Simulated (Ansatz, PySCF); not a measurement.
Complex: CH4O (SMILES CO) (first 6 atoms) with C3H8 (SMILES CCC); geometry from B3LYP-D3(BJ)/def2-TZVP, rigid monomers moved along the line of their centres of mass till H6···C7 is 2.41 Å.
(charge 0, multiplicity 1):
```xyz
17

C      0.484     0.243    -0.280
O     -0.514    -0.518     0.383
H      0.752     1.147     0.279
H      0.068     0.543    -1.241
H      1.393    -0.340    -0.464
H     -0.174    -0.796     1.240
C     -0.303    -1.283     3.594
C     -0.024     0.082     4.218
C      0.336     1.144     3.182
H     -0.535    -2.034     4.351
H     -1.155    -1.236     2.910
H      0.566    -1.644     3.036
H      0.788    -0.009     4.945
H     -0.903     0.407     4.782
H      0.518     2.114     3.649
H      1.243     0.867     2.637
H     -0.466     1.269     2.451
```

Interaction energies are E(AB) − E(A) − E(B) at the monomers' geometry in the complex; basis-set methods are counterpoise corrected.

Frozen-core correlation.

The values were computed with Ansatz (Gaussian basis) for Hartree–Fock, density functionals and correlated methods; PySCF for the dispersion terms. 

PBE/def2-TZVPPD gives 0.09 kcal/mol for the interaction energy.

Problem. Predict the shift from PBE, with its sign, for: PBE-D3(BJ)/def2-TZVPPD, r2SCAN/def2-TZVPPD, PBE0/def2-TZVPPD, wB97M-V/def2-TZVPPD, MP2/aug-cc-pVDZ.

Solution. PBE-D3(BJ)/def2-TZVPPD -1.78; r2SCAN/def2-TZVPPD -1.14; PBE0/def2-TZVPPD 0.02; wB97M-V/def2-TZVPPD -1.55; MP2/aug-cc-pVDZ -0.69 kcal/mol. 1 of 5 lie above PBE; the widest gap is to PBE-D3(BJ)/def2-TZVPPD.

Ansatz is an electronic-structure program.
